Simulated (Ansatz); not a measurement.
A structure relaxed at PBE-D4/def2-SVP in Ansatz, charge 1, singlet:

| atom | x (Å) | y (Å) | z (Å) |
| --- | --- | --- | --- |
| Al1 | 0.297 | 1.099 | 1.423 |
| Si2 | -0.843 | -0.975 | 1.991 |
| Si3 | -0.808 | -0.508 | -0.302 |
| Si4 | 1.370 | 0.441 | -0.654 |
| Si5 | -0.016 | -0.057 | -2.459 |

Question: Give its formula.

Answer: the cluster AlSi4⁺.

Question: Summarise the bond lengths by kind (pairs closer than 1.2 times the sum of covalent radii, bridged metal pairs left out).

Answer: 4 × Si–Si 2.33 to 2.40 Å; 3 × Al–Si 2.43 to 2.60 Å.

The restricted singlet is unstable towards broken spin symmetry at other levels; at PBE-D4/def2-SVP this wasn't settled. Another isomer (singlet) lies 0.53 eV lower at PBE0-D4/def2-TZVP; other spin states weren't run for this one.
